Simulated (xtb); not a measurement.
A run for xtb: GFN2-xTB on CH4BrIn (SMILES [CH3][InH][Br]), a point of a torsion scan.

```
$ xtb mol.xyz --gfn 2 --opt vtight --chrg 0 --uhf 0 --input xcontrol
7

C     -1.06950794    -0.14752091    -0.01210436
In     0.92451846     0.43105177     0.64118006
Br     0.89719154     2.10681000     2.95552091
H     -1.57562533     0.64065051    -0.59487214
H     -1.70772442    -0.39173894     0.84831196
H     -1.05245453    -1.04289176    -0.65866488
H      1.99124229    -1.04180916     1.18987295
$constrain
  force constant=1.0
  dihedral: 4,1,2,3,80.0
$end
```

Output:

```
[...]
           -------------------------------------------------
          |                Calculation Setup                |
           -------------------------------------------------



           -------------------------------------------------
          |                 G F N 2 - x T B                 |
           -------------------------------------------------

        Reference                      10.1021/acs.jctc.8b01176
      * Hamiltonian:
        H0-scaling (s, p, d)           1.850000    2.230000    2.230000
        zeta-weighting                 0.500000
      * Dispersion:
        s8                             2.700000
        a1                             0.520000
        a2                             5.000000
        s9                             5.000000
      * Repulsion:
        kExp                           1.500000    1.000000
        rExp                           1.000000
      * Coulomb:
        alpha                          2.000000
        third order                    shell-resolved
        anisotropic                    true
        a3                             3.000000
        a5                             4.000000
        cn-shift                       1.200000
        cn-exp                         4.000000
        max-rad                        5.000000


          ...................................................
          :                      SETUP                      :
          :.................................................:
          :  # basis functions                  28          :
          :  # atomic orbitals                  26          :
          :  # shells                           12          :
          :  # electrons                        18          :
          :  max. iterations                   250          :
          :  Hamiltonian                  GFN2-xTB          :
          :  restarted?                      false          :
          :  GBSA solvation                  false          :
          :  PC potential                    false          :
          :  electronic temp.          300.0000000     K    :
          :  accuracy                    1.0000000          :
          :  -> integral cutoff          0.2500000E+02      :
          :  -> integral neglect         0.1000000E-07      :
          :  -> SCF convergence          0.1000000E-05 Eh   :
          :  -> wf. convergence          0.1000000E-03 e    :
          :  Broyden damping             0.4000000          :
          :  net charge                          0          :
          :  unpaired electrons                  0          :
          ...................................................

 iter      E             dE          RMSdq      gap      omega  full diag
   1     -9.3876293 -0.938763E+01  0.138E+01    1.84       0.0  T
   2     -9.3963589 -0.872956E-02  0.109E+01    0.97       1.0  T
   3     -9.5082884 -0.111930E+00  0.702E+00    1.72       1.0  T
   4     -9.5008258  0.746266E-02  0.433E+00    1.44       1.0  T
   5     -9.5249901 -0.241643E-01  0.127E+00    1.28       1.0  T
   6     -9.5235983  0.139171E-02  0.116E+00    1.28       1.0  T
   7     -9.5253650 -0.176670E-02  0.273E-01    1.24       1.0  T
   8     -9.5253981 -0.331055E-04  0.190E-01    1.24       1.0  T
   9     -9.5254166 -0.184311E-04  0.150E-01    1.23       1.0  T
  10     -9.5254210 -0.439048E-05  0.543E-02    1.24       1.0  T
  11     -9.5254258 -0.479537E-05  0.203E-02    1.24       1.9  T
  12     -9.5254260 -0.225318E-06  0.606E-03    1.24       6.2  T
  13     -9.5254260 -0.189574E-07  0.197E-03    1.24      19.2  T
  14     -9.5254260  0.179754E-08  0.120E-03    1.24      31.5  T
  15     -9.5254260 -0.418713E-08  0.564E-04    1.24      67.0  T
  16     -9.5254260 -0.413282E-09  0.109E-04    1.24     347.1  T

   *** convergence criteria satisfied after 16 iterations ***

         #    Occupation            Energy/Eh            Energy/eV
      -------------------------------------------------------------
         1        2.0000           -0.8049176             -21.9029
       ...           ...                  ...                  ...
         3        2.0000           -0.5572890             -15.1646
         4        2.0000           -0.5083246             -13.8322
         5        2.0000           -0.5066255             -13.7860
         6        2.0000           -0.4246295             -11.5548
         7        2.0000           -0.4095105             -11.1433
         8        2.0000           -0.3895663             -10.6006
         9        2.0000           -0.3890952             -10.5878 (HOMO)
        10                         -0.3436779              -9.3520 (LUMO)
        11                         -0.1412079              -3.8425
        12                         -0.0990760              -2.6960
        13                         -0.0899079              -2.4465
        14                         -0.0121066              -0.3294
       ...                 
[...]
-------------------------------------------------------
                  HL-Gap            0.1328468 Eh            3.6149 eV
             Fermi-level           -0.3443363 Eh           -9.3699 eV

 SCC (total)                   0 d,  0 h,  0 min,  0.003 sec
 SCC setup                      ...        0 min,  0.000 sec (  1.719%)
 Dispersion                     ...        0 min,  0.000 sec (  0.593%)
 classical contributions        ...        0 min,  0.000 sec (  0.208%)
 integral evaluation            ...        0 min,  0.001 sec ( 24.546%)
 iterations                     ...        0 min,  0.001 sec ( 30.606%)
 molecular gradient             ...        0 min,  0.001 sec ( 38.976%)
 printout                       ...        0 min,  0.000 sec (  2.938%)

         :::::::::::::::::::::::::::::::::::::::::::::::::::::
         ::                     SUMMARY                     ::
         :::::::::::::::::::::::::::::::::::::::::::::::::::::
         :: total energy              -9.506161093201 Eh    ::
         :: gradient norm              0.000073539172 Eh/a0 ::
         :: HOMO-LUMO gap              3.614945035955 eV    ::
         ::.................................................::
         :: SCC energy                -9.568032316356 Eh    ::
         :: -> isotropic ES            0.015127651061 Eh    ::
         :: -> anisotropic ES          0.000242835657 Eh    ::
         :: -> anisotropic XC         -0.004291850542 Eh    ::
         :: -> dispersion             -0.003242710866 Eh    ::
         :: repulsion energy           0.061871213434 Eh    ::
         :: add. restraining           0.000000009721 Eh    ::
         :: total charge               0.000000000000 e     ::
         :::::::::::::::::::::::::::::::::::::::::::::::::::::

           -------------------------------------------------
          |                Property Printout                |
           -------------------------------------------------

    * Orbital Energies and Occupations

         #    Occupation            Energy/Eh            Energy/eV
      -------------------------------------------------------------
         1        2.0000           -0.8254112             -22.4606
         2        2.0000           -0.6121659             -16.6579
         3        2.0000           -0.5614516             -15.2779
         4        2.0000           -0.5032686             -13.6946
         5        2.0000           -0.5021872             -13.6652
         6        2.0000           -0.4320535             -11.7568
         7        2.0000           -0.4258008             -11.5866
         8        2.0000           -0.4146874             -11.2842
         9        2.0000           -0.4107597             -11.1773 (HOMO)
        10                         -0.2779129              -7.5624 (LUMO)
        11                         -0.1853411              -5.0434
        12                         -0.0724732              -1.9721
        13                         -0.0418620              -1.1391
        14                         -0.0137043              -0.3729
        15                          0.0091296               0.2484
        16                          0.0496550               1.3512
        17                          0.0584444               1.5904
        18                          0.0654404               1.7807
        19                          0.0874399               2.3794
        20                          0.1105247               3.0075
       ...                                ...                  ...
        26                          1.4559846              39.6194
      -------------------------------------------------------------
                  HL-Gap            0.1328468 Eh            3.6149 eV
             Fermi-level           -0.3443363 Eh           -9.3699 eV

     #   Z          covCN         q      C6AA      α(0)
     1   6 C        3.622    -0.153    23.984     7.060
     2  49 In       2.560     0.190   276.833    31.596
     3  35 Br       0.812    -0.210   190.574    22.257
     4   1 H        0.925     0.074     2.038     2.233
     5   1 H        0.926     0.082     1.956     2.187
     6   1 H        0.925     0.074     2.037     2.232
     7   1 H        0.898    -0.057     4.275     3.235

 Mol. C6AA /au·bohr⁶  :       1722.107031
 Mol. C8AA /au·bohr⁸  :     128970.503088
 Mol. α(0) /au        :         70.799590


Wiberg/Mayer (AO) data.
largest (>0.10) Wiberg bond orders for each atom

 ---------------------------------------------------------------------------
     #   Z sym  total        # sym  WBO       # sym  WBO       # sym  WBO
 ---------------------------------------------------------------------------
     1   6 C    3.985 --     6 H    0.945     4 H    0.939     5 H    0.936
                             2 In   0.828     7 H    0.204     3 Br   0.133
     2  49 In   2.733 --     3 Br   1.067     1 C    0.828     7 H    0.683
     3  35 Br   1.310 --     2 In   1.067     1 C    0.133     7 H    0.106
     4   1 H    0.994 --     1 C    0.939
     5   1 H    0.993 --     1 C    0.936
     6   1 H    0.994 --     1 C    0.945
     7   1 H    0.997 --     2 In   0.683     1 C    0.204     3 Br   0.106
 ---------------------------------------------------------------------------

Topologies differ in total number of bonds
Writing topology from bond orders to xtbtopo.mol

molecular dipole:
                 x           y           z       tot (Debye)
 q only:       -0.629      -0.827      -0.721
   full:       -0.626      -1.746      -1.253       5.689
molecular quadrupole (traceless):
                xx          xy          yy          xz          yz          zz
 q only:        3.365      -1.459      -1.906      -2.383      -5.601      -1.459
  q+dip:        9.387      -3.611      -6.706      -3.048     -13.716      -2.681
   full:        7.405      -2.631      -7.002      -5.128     -16.052      -0.402

           -------------------------------------------------
          |                Geometry Summary                 |
           -------------------------------------------------

      molecular mass/u    :      210.7641133
   center of mass at/Å    :        0.6822245       0.9292782       1.4878720
  moments of inertia/u·Å² :        0.5461169E+02   0.3614443E+03   0.4128734E+03
rotational constants/cm⁻¹ :        0.3086818E+00   0.4663964E-01   0.4083003E-01

 * 6 selected distances

     #   Z          #   Z                                           value/Å
     1   6 C        2  49 In                                      2.2194579
     2  49 In       3  35 Br                                      2.4799219 (max)
     1   6 C        4   1 H                                       1.0887464
     1   6 C        5   1 H                                       1.0895007
     1   6 C        6   1 H                                       1.0863507 (min)
     2  49 In       7   1 H                                       1.7358806

 * 4 distinct bonds (by element types)

   Z      Z             #   av. dist./Å        max./Å        min./Å
   1 H    6 C           3     1.0881993     1.0895007     1.0863507
   1 H   49 In          1     1.7358806     1.7358806     1.7358806
   6 C   49 In          1     2.2194579     2.2194579     2.2194579
  35 Br  49 In          1     2.4799219     2.4799219     2.4799219


optimized geometry written to: xtbopt.xyz


           -------------------------------------------------
          | TOTAL ENERGY               -9.506161093201 Eh   |
          | GRADIENT NORM               0.000073539172 Eh/α |
          | HOMO-LUMO GAP               3.614945035955 eV   |
           -------------------------------------------------

------------------------------------------------------------------------
------------------------------------------------------------------------
 total:
 SCF:
Note: The following floating-point exceptions are signalling: IEEE_UNDERFLOW_FLAG IEEE_DENORMAL
normal termination of xtb
 ANC optimizer:
```

The run finished.

Warnings raised: the energy holds the restraint's term.

Cost: about 0.14 core-seconds (a rough figure).
